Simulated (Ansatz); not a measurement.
Basis sets compared for CdMeI (CH3CdI). Total charge 0; singlet. Geometry PBE0-D4/def2-TZVP. Ansatz on 4 threads of Intel Xeon on a shared host; times are rough, and most runs start from earlier orbitals.

```xyz
6

Cd    0.606    0.954   -0.223
C    -0.502   -0.791    0.186
H    -0.090   -1.287    1.065
H    -0.449   -1.465   -0.669
H    -1.542   -0.525    0.374
I     1.976    3.114   -0.732
```

In the def2 sets Cd, I take a core potential; there is no spin–orbit coupling.

Binding counts from free atoms (Cd singlet, C triplet, H doublet, I doublet) in the same basis, without a counterpoise term.

```tsv
level	functions	energy (Eh)	HOMO (eV)	LUMO (eV)	binding per atom (eV)	wall time
PBE-D4/def2-SVP	86	-505.2908	-6.12	-1.70	2.91	4.3 s
PBE0-D4/def2-SVP	86	-505.3192	-7.25	-0.91	2.90	7.5 s
```

**Question.** Estimate the rows for PBE-D4/def2-TZVP, PBE0-D4/def2-TZVP.

**Answer.** 
```csv
level,functions,energy (Eh),HOMO (eV),LUMO (eV),binding per atom (eV),wall time
PBE-D4/def2-TZVP,139,-505.3883,-6.22,-1.83,2.90,7 s
PBE0-D4/def2-TZVP,139,-505.4127,-7.32,-1.03,2.89,9 s
```
